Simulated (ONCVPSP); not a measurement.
## What one change does to a pseudopotential (Tl (Z = 81), ONCV)

| Property | Result |
| --- | --- |
| Element | Tl (Z = 81) |
| Generator | ONCVPSP 4.0.1 |
| Type | optimised norm-conserving Vanderbilt (ONCV) |
| Functional | LDA (Perdew-Wang 92) |
| Relativity | fully relativistic |
| Frozen core | [Kr] 4d10 4f14 5s2 |
| Valence charge | 19 |
| Reference configuration | 5p6 5d10 6s2 (charge +1) |
| Partial waves | 6s: rc 1.90 bohr, ncon 4, nbas 7, qcut 2.7 1/bohr, 2 projectors, debl 2.4 Ha; 5p: rc 1.30 bohr, ncon 4, nbas 9, qcut 12.3 1/bohr, 2 projectors, debl 2.1 Ha; 5d: rc 2.15 bohr, ncon 4, nbas 8, qcut 8.3 1/bohr, 2 projectors, debl 2.9 Ha |
| Local potential | polynomial inside 1.25 bohr (lpopt 5, dvloc0 -1 Ha) |
| Core correction | none |

Open shells are filled in proportion to 2j + 1.

In the p channel the program set the typed energies aside and used -2.872, 0.250 Ha (j = l + 1/2; the other j can differ).

Change: scalar-relativistic. In the p channel the program set the typed energies aside and used -3.074, 0.250 Ha.

Cutoffs: the cutoffs (Ha) at which the residual kinetic energy of the hardest occupied pseudo-wave falls to 1 and 0.1 mHa per electron; they do not see the model core or the augmentation charge, which bear on the density cutoff. Errors are all-electron minus pseudo energies relative to the spin-unpolarised reference configuration.

Question: Predict the effect on cutoff, ghosts and configuration errors.

Answer: The potential gets neither clearly harder nor softer (49 Ha and 57 Ha → 48 Ha and 56 Ha); both files keep a bound ghost (s); of the 4 tests that both files solve, the error grows in 3 and shrinks in 0 by more than 15 % and 0.3 meV (median size 7.4 → 10.4 meV).

```tsv
quantity	base	changed
cutoff, loose	49 Ha	48 Ha
cutoff, tight	57 Ha	56 Ha
loose cutoff by channel	s 12 Ha, p 49 Ha, d 22 Ha	s 12 Ha, p 48 Ha, d 22 Ha
bound ghosts	s	s
GHOST(+) flags under 300 eV	none	d at 146.1 eV
error for 5p6 5d10 6s2 6p1, meV [ΔE -5.51 → -5.40 eV]	-0.1	+2.5
error for 5p6 5d10 6s1, meV [ΔE 21.20 eV]	-5.5	-13
error for 5p6 5d10 6s0, meV [ΔE 51.79 eV]	-25	-42
error for 5p6 5d9 6s2 6p2, meV [ΔE 8.99 → 9.24 eV]	+9.4	+8.2
s: phases at 1.93 bohr within 0.05 rad from the reference energy up to (Ha; the scan ends near 5)	3.8	3.8
```

 A true bound ghost makes a file unfit for plane-wave use even where its test errors are small: the radial tests pick states by their node count and pass the ghost by.
